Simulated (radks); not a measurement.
Values are calculated unless marked as measured or tabulated.
Valence configurations of Pt+ (all share [Xe]). Code: a radial shooting solver on a logarithmic mesh with Libxc functionals. Model: scalar-relativistic Kohn-Sham, PBE, spin-polarised, spherical densities, finite nucleus; open shells are filled with parallel spins first (spin-orbit coupling, left out, can overturn this in heavy ions); Fermi nuclear charge, rms radius 5.427 fm. Energies are relative to 4f14 5d9; eigenvalues in eV for spin up.

valence           E (eV)  moment (Bohr magnetons)    e(4f)    e(5d)    e(6p)    e(6s)
4f14 5d9           0.000                        1  -78.308  -14.598        -        -
4f13 5d10         68.803                        1  -89.815  -15.411        -        -
4f12 5d10 6s1     150.73                        3  -105.35  -19.211        -  -14.637
4f12 5d9 6s1 6p1  162.67                        5  -110.89  -23.796   -9.505  -17.306
4f14 5d8 6p1       7.881                        3  -83.195  -18.698   -8.601        -
4f12 5d10 6p1     157.77                        3  -107.14  -20.831   -8.593        -
4f14 5d7 6p2      17.198                        5  -88.181  -22.731  -10.193        -
4f13.5 5d9 6p0.5  37.402                        2  -86.518  -17.138   -7.709        -
4f13 5d9 6p1      78.218                        3  -94.979  -19.773   -8.600        -
4f12 5d9 6p2      170.55                        5  -112.56  -25.270  -10.308        -

NIST lists [Xe] 4f14 5d9 as the ground configuration; this level of theory agrees among the configurations tried. The energies are those of spherical high-spin densities, not of single terms.
